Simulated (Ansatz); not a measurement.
System: GaCl, charge 1, doublet. GaCl+ (parent SMILES [Cl][Ga], doublet).
B3LYP-D3(BJ)/def2-TZVP minimum from Ansatz (a quantum-chemistry and plane-wave program):
```xyz
2

Ga     0.0000     0.0000    -0.7517
Cl     0.0000     0.0000     1.3707
```
Charge +1, spin multiplicity 2.

Total energies in def2-TZVPP, 9 correlated electrons, 19 frozen orbitals. Radicals and triplets start from unrestricted determinants; spin-orbit coupling is neglected. Cores are frozen in correlated methods (noble-gas shells, and filled d and f shells in the p block). No relativity. The spin of ClGa+ (parent SMILES [Cl][Ga], doublet) was assumed, and the state is the lowest solution found for it.

```
method    program  energy (Eh)  minus CCSDT(Q) (mEh)
--------  -------  -----------  --------------------
HF         Ansatz  -2382.51324                246.37
MP2        Ansatz  -2382.72709                 32.52
CCSD       Ansatz  -2382.74733                 12.28
CCSD(T)    Ansatz  -2382.75815                  1.46
CCSDT(Q)   Ansatz  -2382.75961                  0.00
```

Rough core times of Ansatz's runs on a shared machine: CCSD(T) under 20 s, CCSDT(Q) 2 min.
